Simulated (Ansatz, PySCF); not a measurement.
B(Cl)(F)(OAc) (C2H3BClFO2), SMILES O=C(OB(F)Cl)C. Atoms are numbered in the order given.

```xyz
10

B      0.7455     0.4528     0.6036
Cl     0.3804    -0.9001     1.6600
F      1.5677     1.3969     1.0274
O      0.2905     0.5598    -0.6785
C     -0.8401    -0.0348    -1.2228
C     -0.6549    -0.2741    -2.6926
O     -1.8146    -0.2652    -0.5673
H     -1.5781    -0.6805    -3.1200
H      0.1782    -0.9775    -2.8471
H     -0.3815     0.6686    -3.1897
```

Geometry: TPSSh-D3(BJ)/def2-SVP. This is a generated structure with no PubChem entry under its InChIKey; it may be hypothetical. Other conformers were not sampled.

Two levels are set side by side: PBE-D3(BJ)/def2-SVP (Ansatz, an electronic-structure program) and TPSSh-D3(BJ)/def2-SVP (PySCF). Each level has its own optimised geometry; the coordinates shown are those of the second. Frequencies come from the Hessian of PySCF at each geometry. Differences are taken from unrounded values.

```json
[
 {"quantity": "mean bond length (Å)", "TPSSh-D3(BJ)": "1.314", "PBE-D3(BJ)": "1.320", "PBE-D3(BJ) minus TPSSh-D3(BJ)": "0.006"},
 {"quantity": "bond B1–Cl2 (Å)", "TPSSh-D3(BJ)": "1.755", "PBE-D3(BJ)": "1.757", "PBE-D3(BJ) minus TPSSh-D3(BJ)": "0.003"},
 {"quantity": "bond B1–F3 (Å)", "TPSSh-D3(BJ)": "1.322", "PBE-D3(BJ)": "1.328", "PBE-D3(BJ) minus TPSSh-D3(BJ)": "0.006"},
 {"quantity": "bond B1–O4 (Å)", "TPSSh-D3(BJ)": "1.365", "PBE-D3(BJ)": "1.371", "PBE-D3(BJ) minus TPSSh-D3(BJ)": "0.007"},
 {"quantity": "bond O4–C5 (Å)", "TPSSh-D3(BJ)": "1.388", "PBE-D3(BJ)": "1.395", "PBE-D3(BJ) minus TPSSh-D3(BJ)": "0.007"},
 {"quantity": "bond C5–C6 (Å)", "TPSSh-D3(BJ)": "1.501", "PBE-D3(BJ)": "1.503", "PBE-D3(BJ) minus TPSSh-D3(BJ)": "0.002"},
 {"quantity": "bond C5–O7 (Å)", "TPSSh-D3(BJ)": "1.197", "PBE-D3(BJ)": "1.203", "PBE-D3(BJ) minus TPSSh-D3(BJ)": "0.007"},
 {"quantity": "bond C6–H8 (Å)", "TPSSh-D3(BJ)": "1.096", "PBE-D3(BJ)": "1.103", "PBE-D3(BJ) minus TPSSh-D3(BJ)": "0.008"},
 {"quantity": "bond C6–H9 (Å)", "TPSSh-D3(BJ)": "1.101", "PBE-D3(BJ)": "1.109", "PBE-D3(BJ) minus TPSSh-D3(BJ)": "0.008"},
 {"quantity": "bond C6–H10 (Å)", "TPSSh-D3(BJ)": "1.100", "PBE-D3(BJ)": "1.108", "PBE-D3(BJ) minus TPSSh-D3(BJ)": "0.008"},
 {"quantity": "highest harmonic wavenumber (cm⁻¹)", "TPSSh-D3(BJ)": "3191", "PBE-D3(BJ)": "3131", "PBE-D3(BJ) minus TPSSh-D3(BJ)": "-60"},
 {"quantity": "mean harmonic wavenumber (cm⁻¹)", "TPSSh-D3(BJ)": "1096", "PBE-D3(BJ)": "1067", "PBE-D3(BJ) minus TPSSh-D3(BJ)": "-29"},
 {"quantity": "zero-point energy (kcal/mol)", "TPSSh-D3(BJ)": "37.61", "PBE-D3(BJ)": "36.60", "PBE-D3(BJ) minus TPSSh-D3(BJ)": "-1.01"}
]
```

GGA bonds tend to be longer and softer than those of functionals with exact exchange. Differences between two approximate levels are no errors against the true value.
